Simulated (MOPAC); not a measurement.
MOPAC input (MNDO):

```
MNDO 1SCF UHF MS=0.5 GEO-OK AUX(PRECISION=9) THREADS=1
H3GeSi

Si   -1.43846800 1   -0.24763300 1    0.54742900 1
Ge    0.73492900 1    0.11446000 1   -0.32684900 1
H    -1.96090900 1   -0.03616800 1    1.92507500 1
H    -2.57244700 1   -0.76158700 1   -0.26764100 1
H     1.15418600 1    0.60189500 1    1.13772100 1
```

Output:

```
 *******************************************************************************
 **                                                                           **
 **                              MOPAC v23.2.5                                **
 **                                                                           **
 *******************************************************************************
 ** MOPAC's Digital Object Identifier: https://doi.org/10.5281/zenodo.6511958 **
 **                                                                           **
 ** Please cite the open-source release paper for use of this MOPAC version:  **
 ** J. E. Moussa and J. J. P. Stewart (2026)                                  **
 ** MOPAC: An open-source semiempirical molecular orbital program             **
 ** J. Open Source Softw., 11(119), 8025, https://doi.org/10.21105/joss.08025 **
 *******************************************************************************

                              MNDO CALCULATION RESULTS

 *******************************************************************************
 *  MNDO       - The MNDO Hamiltonian to be used
 *  GEO-OK     - OVERRIDE INTERATOMIC DISTANCE AND OTHER SAFETY CHECKS
 *  UHF        - UNRESTRICTED HARTREE-FOCK CALCULATION
 *  MS=        - IN MECI, MAGNETIC COMPONENT OF SPIN =  0.5
 *  1SCF       - DO 1 SCF AND THEN STOP
 *  AUX        - OUTPUT AUXILIARY INFORMATION
 *******************************************************************************
MNDO 1SCF UHF MS=0.5 GEO-OK AUX(PRECISION=9) THREADS=1
 H3GeSi

   ATOM   CHEMICAL          X               Y               Z
  NUMBER   SYMBOL      (ANGSTROMS)     (ANGSTROMS)     (ANGSTROMS)

     1      Si         -1.43846800  *  -0.24763300  *   0.54742900  *
     2      Ge          0.73492900  *   0.11446000  *  -0.32684900  *
     3       H         -1.96090900  *  -0.03616800  *   1.92507500  *
     4       H         -2.57244700  *  -0.76158700  *  -0.26764100  *
     5       H          1.15418600  *   0.60189500  *   1.13772100  *

          CARTESIAN COORDINATES

    NO.       ATOM           X           Y           Z

     1        Si         -1.4385     -0.2476      0.5474
     2        Ge          0.7349      0.1145     -0.3268
     3         H         -1.9609     -0.0362      1.9251
     4         H         -2.5724     -0.7616     -0.2676
     5         H          1.1542      0.6019      1.1377

  H: (MNDO): M.J.S. DEWAR, W. THIEL, J. AM. CHEM. SOC., 99, 4899, (1977)
 Si: (MNDO): M.J.S.DEWAR, ET. AL. ORGANOMETALLICS  5, 375 (1986)
 Ge: (MNDO): M.J.S.DEWAR, G.L.GRADY, E.F.HEALY,ORGANOMETALLICS 6 186-189 (1987)

           Empirical Formula: H3 Si Ge  =     5 atoms

      MOLECULAR POINT GROUP   :   Cs

          UHF CALCULATION, NO. OF ALPHA ELECTRONS =    6
                           NO. OF BETA  ELECTRONS =    5

 -------------------------------------------------------------------------------
 MNDO 1SCF UHF MS=0.5 GEO-OK AUX(PRECISION=9) THREADS=1
 H3GeSi

     1SCF WAS SPECIFIED, SO BFGS WAS NOT USED
     SCF FIELD WAS ACHIEVED

                              MNDO CALCULATION
                                                       MOPAC v23.2.5 Linux

          FINAL HEAT OF FORMATION =        107.30851 KCAL/MOL =     448.97882 KJ/MOL

          COSMO AREA              =        114.60 SQUARE ANGSTROMS
          COSMO VOLUME            =        107.11 CUBIC ANGSTROMS

          IONIZATION POTENTIAL    =          7.241719 EV
          ALPHA SOMO LUMO (EV)    =         -7.242 -0.395
          BETA  SOMO LUMO (EV)    =         -7.573 -0.506
          NO. OF ALPHA ELECTRONS  =          6
          NO. OF BETA  ELECTRONS  =          5
          MOLECULAR WEIGHT        =        103.6992         POINT GROUP:  Cs

          MOLECULAR DIMENSIONS (Angstroms)

            Atom       Atom       Distance
            H     5    H     4     4.20974
            H     3   Ge     2     3.08663
           Si     1   Ge     2     0.00000

          SCF CALCULATIONS        =          1

   ATOM   CHEMICAL          X               Y               Z
  NUMBER   SYMBOL      (ANGSTROMS)     (ANGSTROMS)     (ANGSTROMS)

     1      Si         -1.43846800  *  -0.24763300  *   0.54742900  *
     2      Ge          0.73492900  *   0.11446000  *  -0.32684900  *
     3       H         -1.96090900  *  -0.03616800  *   1.92507500  *
     4       H         -2.57244700  *  -0.76158700  *  -0.26764100  *
     5       H          1.15418600  *   0.60189500  *   1.13772100  *

                             CARTESIAN COORDINATES

   1   Si       -1.438468000    -0.247633000     0.547429000
   2   Ge        0.734929000     0.114460000    -0.326849000
   3    H       -1.960909000    -0.036168000     1.925075000
   4    H       -2.572447000    -0.761587000    -0.267641000
   5    H        1.154186000     0.601895000     1.137721000

           Empirical Formula: H3 Si Ge  =     5 atoms

      MOLECULAR POINT GROUP   :   Cs

          ALPHA EIGENVALUES
 -19.20512 -12.81466 -10.79835  -9.58005  -7.68697  -7.24172  -0.39498   0.72709
   2.11676   2.35645   3.52703

           BETA EIGENVALUES
 -18.36196 -12.81695 -10.83845  -9.39111  -7.57285  -0.50601   0.31819   0.95414
   2.24210   2.40998   3.92635

              NET ATOMIC CHARGES AND DIPOLE CONTRIBUTIONS

  ATOM NO.   TYPE          CHARGE      No. of ELECS.   s-Pop       p-Pop
    1         Si          -0.095960        4.0960     1.29610     2.79986
    2         Ge           0.960777        3.0392     1.65770     1.38152
    3          H          -0.178961        1.1790     1.17896
    4          H          -0.194477        1.1945     1.19448
    5          H          -0.491378        1.4914     1.49138
 DIPOLE           X         Y         Z       TOTAL
 POINT-CHG.     5.419    -0.036    -5.851     7.975
 HYBRID        -3.325     0.156     4.114     5.292
 SUM            2.094     0.120    -1.737     2.723

          ATOMIC ORBITAL ELECTRON POPULATIONS

     Atom    s        px        py        pz
    1 Si   1.29610   1.05096   0.96304   0.78586
    2 Ge   1.65770   0.51953   0.07313   0.78887
    3  H   1.17896
    4  H   1.19448
    5  H   1.49138

                    (SZ)    =    0.500000
                    (S**2)  =    0.786416

          ATOMIC ORBITAL SPIN POPULATIONS

    Atom   Total    s     px     py     pz
         Atomic
    1 Si  1.2349  0.079  0.155  0.876  0.125
    2 Ge -0.1011  0.017 -0.124  0.011 -0.005
    3  H -0.0658 -0.066
    4  H -0.0662 -0.066
    5  H -0.0019 -0.002

 **********************
 *                    *
 * JOB ENDED NORMALLY *
 *                    *
 **********************

 == MOPAC DONE ==
```

The geometry given is a B3LYP-D3(BJ)/def2-TZVP minimum.
